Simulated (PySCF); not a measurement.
Be2O, SMILES [O]([Be])[Be] (connectivity only; charge and spin as stated), neutral, multiplicity 1.

The structure is a stationary point at B3LYP-D3(BJ)/def2-TZVPD. A frequency run showed that this geometry is not a minimum.

These are HF/def2-TZVPD (PySCF) values and carry that method's errors.

The molecule is in vacuum.

```yaml
total_energy: -104.12048 hartree
point_group: D∞h
highest_occupied_level: -5.69 eV
lowest_empty_level: -1.95 eV
orbital_gap: 3.74 eV
dipole_moment: 0.00 D
quadrupole, principal values (traceless, Buckingham form, about the centre of nuclear charge): -0.42, -0.42, 0.84 D·Å
mean_static_polarisability: 184.4 bohr³ (27.32 Å³)
polarisability_principal_values: 91.4, 91.4, 370.4 bohr³
```
